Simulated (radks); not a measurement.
Problem. Species: I XXVI. Configuration: [Ar] 3d10. All-electron calculation, scalar-relativistic Kohn-Sham, SCAN, spin-polarised, spherical densities, finite nucleus; meta-GGA in the generalised Kohn-Sham scheme; Fermi nuclear charge, rms radius 4.75 fm. Program: a radial shooting solver on a logarithmic mesh with Libxc functionals. Some entries of the table are withheld. Estimate them.

| orbital | occ. | eigenvalue (Ry) | <r^2> (bohr^2) | <1/r> (bohr^-1) |
|---|---|---|---|---|
| 1s | 2 | -2488.801 | 0.001005 | 56.83 |
| 2s | 2 | -435.2192 | 0.01611 | 13.07 |
| 2p | 6 | (1) | 0.01276 | 12.48 |
| 3s | 2 | (2) | 0.1084 | (3) |
| 3p | 6 | -119.1445 | 0.1076 | 4.536 |
| 3d | 10 | (4) | 0.09160 | 4.308 |

Solution. 
(1) 2p eigenvalue (Ry): -396.6053
(2) 3s eigenvalue (Ry): -131.8417
(3) 3s <1/r> (bohr^-1): 4.763
(4) 3d eigenvalue (Ry): -100.5507
